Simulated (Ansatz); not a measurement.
The first iterations of a band of FGeH$_{3}$ (5 atoms, charge 0, multiplicity 1).

The calculation used RKS PBE-D4/def2-SVP in Ansatz 0.2.0.

```json
{
  "movable images": "7",
  "climbing image": "yes",
  "spring": "5.0 eV/Å²",
  "optimiser": "fire",
  "start path": "through a guess of the saddle point",
  "force threshold": "0.05 eV/Å",
  "iteration limit": "60",
  "end points": "relaxed"
}
```

Initial state:

```xyz
5
Properties=species:S:1:pos:R:3
Ge 0.283 0.048 0.200
H 0.246 -0.013 1.748
H 1.729 -0.013 -0.351
H -0.499 1.266 -0.353
F -0.544 -1.394 -0.384
```

Final state:

```xyz
5
Properties=species:S:1:pos:R:3
Ge 0.130 0.045 -0.883
H 1.000 0.299 1.250
H 1.576 -0.077 0.871
H -0.696 1.051 0.104
F -0.796 -1.424 -0.482
```

| iteration | highest image above the first end (eV) | largest band force component (eV/Å) |
| --- | --- | --- |
| 1 | 4.144 | 6.283 |
| 2 | 3.637 | 2.601 |
| 3 | 3.109 | 2.313 |
| 4 | 3.052 | 2.207 |
| 5 | 2.960 | 1.984 |
| 6 | 2.866 | 1.986 |
| 7 | 2.797 | 1.806 |
| 8 | 2.750 | 1.887 |
| 9 | 2.695 | 2.094 |
| 10 | 2.607 | 1.649 |
| 11 | 2.524 | 1.405 |
| 12 | 2.515 | 1.281 |
| 13 | 2.500 | 1.147 |
| 14 | 2.478 | 0.948 |
| 15 | 2.451 | 0.697 |
| 16 | 2.419 | 0.613 |

Q: Does the band converge within its limit, and where does its top end?

A: The forces met the threshold. It ended after 50 iterations with the highest image 2.265 eV above the first end. Another band between the same ends (7 images) ends at a top of the same energy, where a vibrational analysis finds 1 clearly imaginary mode. The orbitals stay closed-shell, which can raise the energy where a bond breaks towards radicals; this wasn't checked here.

Time of the run: 5.6 min on 1 thread of Arm Neoverse V1, on a shared host, peak memory 0.1 GiB.
